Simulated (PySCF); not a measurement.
## Property card for `c1sccc1/P=C(/[SiH3])F`

Compound: C₅H₆FPSSi.
SMILES with atom numbers: `[F:1]/[C:2]([SiH3:3])=[P:4]\[c:5]1[cH:6][cH:7][s:8][cH:9]1` (hydrogens: H10, H11, H12 on Si3; H13 on C6; H14 on C7; H15 on C9)

Structural features include: aromatic ring with sulfur, C–F bond, Si–H bond and C–Si bond.

From GFN2-xTB geometry:

| Item | Value |
| --- | --- |
| Point group of the GFN2-xTB geometry | C1 |
| Rotational constants A, B, C of the GFN2-xTB geometry | 2.884, 0.475, 0.459 GHz |

CAM-B3LYP/def2-SVPD ground state and vertical TDDFT (core frozen in the response) (PySCF):

| Property | Result |
| --- | --- |
| Dipole moment | 0.44 D |
| HOMO energy | -8.25 eV |
| LUMO energy | -0.81 eV |
| HOMO–LUMO gap | 7.44 eV |
| Lowest singlet excitation | 4.29 eV (289 nm, f = 0.003) |
| Strongest line among the 8 lowest singlet transitions | S2 at 5.13 eV (242 nm, f = 0.186) |
| Lowest triplet excitation (Tamm–Dancoff) | 2.60 eV |
| Static isotropic polarisability | 130.9 au |
| Electronic spatial extent ⟨r²⟩ about the centre of nuclear charge | 2394 bohr² |

From PBE0/pcSseg-1 ground state and GIAO shieldings, non-relativistic (PySCF):

| Quantity | Value |
| --- | --- |
| Lowest Hirshfeld atomic charge | -0.09 e on C9 |
| Highest Hirshfeld atomic charge | +0.31 e on Si3 |
| 13C chemical shifts (computed TMS as zero) by class | 242.8 (C2), 137.4 (C5), 136.4 (C9), 134.8 (C7), 134.0 (C6) ppm |
| 1H chemical shifts (computed TMS as zero) by class | 7.32 (H14), 7.15 (H13), 7.14 (H15), 4.45 (H10/H11/H12) ppm |
| Isotropic shieldings of nuclei other than C and H, by class | 161 (F1), 428 (Si3), 73 (P4), 253 (S8) ppm |
| Mayer bond orders between heavy atoms | F1–C2 0.90, C2–Si3 0.86, C2–P4 1.70, P4–C5 0.91, C5–C6 1.23, C6–C7 1.59, C7–S8 1.18, S8–C9 1.19, C9–C5 1.56 |

Monoisotopic mass from the formula: 175.9681 u.

The largest Löwdin shares of the LUMO are 0.40 on P4, 0.32 on C2, 0.07 on F1 and 0.07 on C5. A dipole of 0.44 D is allowed in C1, and pure rotational transitions are dipole-allowed. The 8 singlets span 4.29 to 6.14 eV, and their oscillator strengths add up to 0.51. The rotational constants make it an asymmetric top with κ = (2B − A − C)/(A − C) = -0.99, nearer the prolate limit (−1). The vertical singlet–triplet gap S1 − T1 is 1.69 eV (TDDFT singlet less Tamm–Dancoff triplet; S1: HOMO→LUMO, weight 0.81; T1: HOMO−2→LUMO, weight 0.60, beside HOMO−1→LUMO, weight 0.34).

Isolated species at its GFN2-xTB geometry (one conformer only). GFN2-xTB frequencies show an imaginary mode (34i cm⁻¹), so this geometry is no minimum at that level.

Conformer computed: `[F:1]/[C:2]([SiH3:3])=[P:4]\[c:5]1[cH:6][cH:7][s:8][cH:9]1`: C2–P4–C5–C6 95°.
